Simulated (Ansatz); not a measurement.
Reaction (redistribution): `O[SiH2]C#C[SiH3]` + `[GeH3][O]C[TeH]` → `O[SiH2]C[TeH]` + `[SiH3]C#C[O][GeH3]`

Computed with Ansatz on PBE0-D4/def2-TZVP structures; ΔE is electronic, products minus reactants. CCSD(T)/CBS is the MP2 limit (def2-TZVPP, def2-QZVPP) plus CCSD(T) − MP2 in def2-TZVPP, frozen cores. Functionals use def2-TZVPP. Elements past krypton have def2 core potentials. For Ge, Te outer-core shells are correlated without core-valence functions, which leaves a few kJ/mol of doubt a bond. Scalar relativity is left out up to krypton. One conformer a species, not always the lowest.

CCSD(T)/CBS gives +1.7 kJ/mol.

Problem. Another level gave -9.6 kJ/mol. Which?
A. B2PLYP/def2-TZVPP
B. HF/def2-TZVPP
C. PBE-D4/def2-TZVPP
D. r2SCAN/def2-TZVPP

Solution. D. r2SCAN -9.6, B2PLYP 0.7, PBE-D4 -13.7, HF/def2-TZVPP 6.1 kJ/mol.

Largest T1 diagnostic among the species: 0.013.

In def2-TZVPP, CCSD(T) changes the Hartree–Fock value by −5.0 kJ/mol (the triples alone add −1.1 kJ/mol) and MP2 by −8.8 kJ/mol. The D4 term adds −4.6 kJ/mol with B3LYP and −2.4 kJ/mol with PBE0; it sums over pairs of atoms, weighted by their polarisabilities, and B3LYP, whose exchange is more repulsive, gets the larger term.

B3LYP here is the variant with VWN-RPA as its local correlation; programs differ in this.
